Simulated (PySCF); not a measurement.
## Spinor energies of Sr (strontium, neutral)

Start: [Kr] 5s1 6s1; 5s1/2 filled at m_j = +1/2; 6s1/2 filled at m_j = +1/2. Calculated with PySCF 2.14 in x2c-SVPall-2c with one added diffuse shell each of s, d type (7s7p7d1f, 70 functions): generalised Hartree-Fock with the X2C-1e Hamiltonian and a Gaussian nucleus; one run each with spin-orbit coupling (SO) switched off, then screened by Boettger's factors. This is a chosen level, not necessarily the ground level.

| spinor shell | electrons | ε, spin-free (eV) | ε, screened SO (eV) | weight of nominal j (screened SO) | rms radius, screened SO (bohr) |
| --- | --- | --- | --- | --- | --- |
| 1s1/2 | 2 | -16198.4 | -16197.9 | 1.000 | 0.0451 |
| 2s1/2 | 2 | -2263.8 | -2263.6 | 1.000 | 0.187 |
| 2p1/2 | 2 | -2006.8 | -2054.0 | 1.000 | 0.164 |
| 2p3/2 | 4 | -2006.8 | -1984.3 | 1.000 | 0.167 |
| 3s1/2 | 2 | -382.92 | -382.88 | 1.000 | 0.524 |
| 3p1/2 | 2 | -297.17 | -304.73 | 1.000 | 0.527 |
| 3p3/2 | 4 | -297.17 | -293.56 | 1.000 | 0.538 |
| 3d3/2 | 4 | -155.43 | -156.57 | 1.000 | 0.545 |
| 3d5/2 | 6 | -155.43 | -154.65 | 1.000 | 0.549 |
| 4s1/2 | 2 | -56.325 | -56.320 | 1.000 | 1.46 |
| 4p1/2 | 2 | -33.169 | -33.997 | 0.996 | 1.67 |
| 4p3/2 | 4 | -33.169 | -32.770 | 0.998 | 1.69 |
| 5s1/2 | 1 | -7.801 | -7.801 | 1.000 | 4.36 |
| 6s1/2 | 1 | -1.930 | -1.930 | 1.000 | 11.6 |

```json
{"quantity": "E (hartree)", "spin-free": "-3176.80789", "screened SO": "-3177.04209"}
{"quantity": "M_J", "spin-free": "1", "screened SO": "1"}
{"quantity": "⟨J²⟩", "spin-free": "2.000", "screened SO": "2.000"}
{"quantity": "⟨L²⟩", "spin-free": "0.000", "screened SO": "0.005"}
{"quantity": "⟨S²⟩", "spin-free": "2.000", "screened SO": "2.005"}
```

Breit and QED terms are absent; they matter most for the inner s and p1/2 levels.

Densities and radii are taken from the X2C orbitals without a picture-change correction, which distorts them close to the nucleus.

Without spin-orbit coupling the j labels of p, d and f shells carry no meaning; the spin-free column gives the mean over the occupied spinors of each nl shell.
